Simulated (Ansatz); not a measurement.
Cartesian coordinates in Å:
```
N 0.728 -0.987 -0.128
Sn 0.429 0.981 0.365
O -1.499 0.501 0.298
Sb -1.288 -1.402 -0.208
H 1.240 -1.548 0.544
H 0.835 2.077 -0.876
H 0.952 1.479 1.914
H -1.397 -1.100 -1.909
```

Charge 0, multiplicity 1. Sn, Sb takes the def2 core potential.

(1) List the CAM-B3LYP/def2-TZVPP orbital energies in eV (Ansatz). (An estimate is asked.)

Results:

(1) Computed: Occupied: -521.51, -390.93, -157.87, -141.20, -109.75, -109.67, -109.54, -96.16, -96.06, -96.04, -37.83, -37.74, -37.64, -37.62, -37.52, -30.63, -30.33, -30.26, -30.23, -30.19, -26.84, -23.72, -17.01, -15.84, -12.89, -11.93, -11.43, -10.66, -10.49, -9.60, -8.84, -7.92. Lowest empty: -0.71, 0.57, 1.12, 1.16, 1.49, 2.15, 2.62, 3.16.
